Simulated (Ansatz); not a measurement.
`[NH2][AlH][SiH2][SiH2]Cl` + `[TeH][SiH]1CO1` → `[NH2][AlH][SiH2][TeH]` + `Cl[SiH2][SiH]1CO1`  (redistribution)

Calculated with Ansatz (gas phase, PBE0-D4/def2-TZVP geometries, no zero-point term in ΔE). CCSD(T)/CBS is the MP2 limit (def2-TZVPP, def2-QZVPP) plus CCSD(T) − MP2 in def2-TZVPP, frozen cores. Functionals use def2-TZVPP. B3LYP here is the variant with VWN-RPA as its local correlation; programs differ in this. Elements past krypton have def2 core potentials. For Te outer-core shells are correlated without core-valence functions, which leaves a few kJ/mol of doubt a bond. One conformer a species, not always the lowest.

`[NH2][AlH][SiH2][SiH2]Cl`:

```xyz
12

N     1.273   -1.442   -1.313
Al    0.218   -1.869    0.034
Si   -1.167   -0.048    0.918
Si   -0.188    2.009    0.407
Cl    0.194    2.062   -1.635
H     1.902   -2.073   -1.784
H     1.306   -0.527   -1.735
H     0.245   -3.353    0.588
H    -1.332   -0.096    2.402
H    -2.536   -0.035    0.324
H     1.120    2.181    1.091
H    -1.035    3.192    0.704
```

`[TeH][SiH]1CO1`:

```xyz
8

Te    2.464    0.785    0.298
Si    0.301    0.192   -0.724
C    -1.076   -0.592    0.137
O    -1.100    0.862   -0.150
H     1.832    0.566    1.814
H     0.469    0.135   -2.194
H    -1.028   -0.810    1.202
H    -1.861   -1.138   -0.383
```

`[NH2][AlH][SiH2][TeH]`:

Cartesian coordinates in Å:
```
N -1.501 1.173 1.244
Al -0.043 0.961 0.271
Si 0.933 -1.254 0.052
Te 0.519 -1.641 -2.406
H -2.033 2.027 1.300
H -1.943 0.451 1.790
H 0.522 2.201 -0.538
H 0.166 -2.356 0.698
H 2.373 -1.460 0.375
H 1.006 -0.100 -2.784
```

`Cl[SiH2][SiH]1CO1`:

Cartesian coordinates in Å:
```
Cl -2.315 1.276 1.787
Si -0.359 0.641 1.613
Si 0.113 0.447 -0.661
C 0.379 -1.177 -1.422
O 1.530 -0.362 -1.035
H 0.505 1.638 2.292
H -0.225 -0.676 2.281
H -0.215 1.624 -1.502
H 0.294 -2.101 -0.854
H 0.293 -1.310 -2.499
```

**Question.** Is it downhill or uphill in electronic energy at CCSD(T)/CBS, and by how much? (An estimate is asked.)

**Answer.** The calculation gave: Uphill: ΔE = +3.8 kcal/mol.

**Question.** What do these levels give: r2SCAN-D4, PBE0-D4, B3LYP-D4, ωB97X-V, r2SCAN, PBE0, B3LYP, CCSD/def2-TZVPP, CCSD(T)/def2-TZVPP, MP2/def2-QZVPP, HF/CBS(def2), MP2/CBS(def2)? (Estimate.)

**Answer.** The calculation gave: r2SCAN-D4 4.0, PBE0-D4 3.8, B3LYP-D4 3.9, ωB97X-V 4.0, r2SCAN 3.8, PBE0 3.2, B3LYP 3.0, CCSD/def2-TZVPP 3.7, CCSD(T)/def2-TZVPP 3.9, MP2/def2-QZVPP 3.9, HF/CBS(def2) 2.4, MP2/CBS(def2) 3.9 kcal/mol.

Largest T1 diagnostic among the species: 0.014.

The D4 term adds +0.9 kcal/mol with B3LYP and +0.5 kcal/mol with PBE0; it sums over pairs of atoms, weighted by their polarisabilities, and B3LYP, whose exchange is more repulsive, gets the larger term. In def2-TZVPP, CCSD(T) changes the Hartree–Fock value by +1.4 kcal/mol (the triples alone add +0.2 kcal/mol) and MP2 by +1.5 kcal/mol.
